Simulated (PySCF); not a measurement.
Isomers of C4H12OSi. Theory: PBE0-D3(BJ)/def2-SVP geometry optimisation, gas phase (PySCF 2.14.0). One conformer each; no zero-point energy, no entropy. No frequencies were run at this level. Point groups hold within 0.08 Å.

**Question.** Rank from lowest to highest electronic energy at this level (kcal/mol).
A. `CO[Si](C)(C)C`
B. `[CH3:1][O:2][CH2:3][C@H:4]([CH3:5])[SiH3:6]` with C1–O2–C3–C4 179°, O2–C3–C4–C5 72°

**Answer.** A (0.0), B (53.9).

As drawn, the lower has an Si–O bond, which the higher lacks.

```json
{"SMILES": "CO[Si](C)(C)C", "E (Eh)": "-523.77825", "E rel (kcal/mol)": "0.0", "dipole (D)": "1.09", "point group": "near Cs", "A, B, C (MHz)": "3072, 2020, 2013"}
{"SMILES": "COC[C@H](C)[SiH3]", "E (Eh)": "-523.69242", "E rel (kcal/mol)": "53.9", "dipole (D)": "1.84", "point group": "C1", "A, B, C (MHz)": "3901, 1787, 1429"}
```

**Question.** How do the relative energies change in single points at PBE0/pcSseg-1 (no added dispersion term) on the same geometries?

**Answer.** 
| SMILES | PBE0-D3(BJ)/def2-SVP (kcal/mol) | PBE0/pcSseg-1 (kcal/mol) | shift |
| --- | --- | --- | --- |
| CO[Si](C)(C)C | 0.0 | 0.0 | 0.0 |
| COC[C@H](C)[SiH3] | 53.9 | 56.0 | +2.1 |

Each column counts from its own lowest isomer. The order is unchanged; the largest shift is 2.1 kcal/mol.
